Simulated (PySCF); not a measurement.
Curvature of the energy in the electron number along the 5p block, charge +1

Calculated with PySCF 2.14, in x2c-TZVPall, spin-free X2C: one orbital is emptied in steps, and each cell gives the departure of E from the straight line at half an electron, in eV (from a cubic fit). The exact functional gives zero.

| species | orbital | LDA | PBE | r2SCAN | PBE0 | BHandHLYP | LC-wPBE | wB97X | UHF |
| --- | --- | --- | --- | --- | --- | --- | --- | --- | --- |
| In⁺ | 5s beta | -1.04 | -1.03 | -0.89 | -0.74 | -0.51 | -0.07 | -0.19 | 0.06 |
| Sb⁺ | 5p alpha | -1.01 | -0.98 | -0.90 | -0.70 | -0.47 | -0.06 | -0.15 | 0.09 |
| Te⁺ | 5p alpha | -1.09 | -1.05 | -0.98 | -0.76 | -0.49 | -0.09 | -0.17 | 0.12 |
| Xe⁺ | 5p beta | -1.15 | -1.11 | -1.01 | -0.79 | -0.50 | -0.09 | -0.23 | 0.19 |

Q: Estimate the missing row, Sn⁺.

A: The calculation gives LDA -0.93; PBE -0.90; r2SCAN -0.83; PBE0 -0.65; BHandHLYP -0.45; LC-wPBE -0.04; wB97X -0.14; UHF 0.07.

Q: How does the mean departure depend on the functional?

A: LDA -1.04 eV; PBE -1.01 eV; r2SCAN -0.92 eV; PBE0 -0.73 eV; BHandHLYP -0.48 eV; LC-wPBE -0.07 eV; wB97X -0.17 eV; UHF 0.11 eV. Semilocal functionals are convex (delocalisation error), Hartree-Fock is concave or straight, and exact exchange removes curvature roughly in proportion to its share, so among the functionals the range-separated hybrids usually come closest to zero.

No spin-orbit coupling is included.
